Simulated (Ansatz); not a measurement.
CH₃AlF₂, singlet (typed; the unrestricted solution is spin-contaminated), at a GFN2-xTB geometry (such geometries of metal compounds can be far from the true shape), with bond 7-1 at 1.8 times its length; Ansatz (a program for electronic structure) with B3LYP/6-31G.

The Ansatz input:
Ansatz 0.2 input:
```yaml
crystal:
  periodic: [false, false, false]
  atoms:
    - {symbol: Al, position_ang: [0.05180306, 0.04011766, 0.00222470]}
    - {symbol: C, position_ang: [-1.50805595, -1.16573156, -0.06233932]}
    - {symbol: H, position_ang: [-1.30669362, -2.03874718, -0.68318980]}
    - {symbol: H, position_ang: [-2.37664668, -0.64890162, -0.46820696]}
    - {symbol: H, position_ang: [-1.76055472, -1.53755322, 0.93063349]}
    - {symbol: F, position_ang: [0.01100760, 1.60162551, -0.52911869]}
    - {symbol: F, position_ang: [2.70250207, -0.77540769, 1.06380953]}
basis:
  gaussian:
    orbitals: 6-31G
hamiltonian:
  xc: b3lyp
scf: {lower_state_search: standard}
magnetization: {spin_polarized: true}
```

Output, abridged:

```
Functional definition: B3LYP
514 factors; integrals over basis functions are off by at most 3.1e-4 eV
mean field evaluation 1: about -13103.3730 eV, gradient 5.0e1 eV
mean field evaluation 2: about -12807.6817 eV, gradient 1.3e2 eV
mean field evaluation 4: about -13108.5298 eV, gradient 3.5e1 eV
mean field evaluation 8: about -13114.4679 eV, gradient 3.1e0 eV
mean field evaluation 16: about -13114.5859 eV, gradient 1.6e-3 eV
mean field evaluation 32: about -13114.6215 eV, gradient 1.4e-5 eV
mean field -13114.62147824 eV, -481.9534499156 hartree, gradient 1.6e-5 eV, S^2 0.209540; 7 other end points of the search recorded, 0 dependent functions left out
reference -13114.62171905 eV, -481.9534587650 hartree; 20, 20 occupied and 26, 26 virtual orbitals, 514 factors
Total energy: -13114.62171905 eV, -481.9534587650 hartree
```
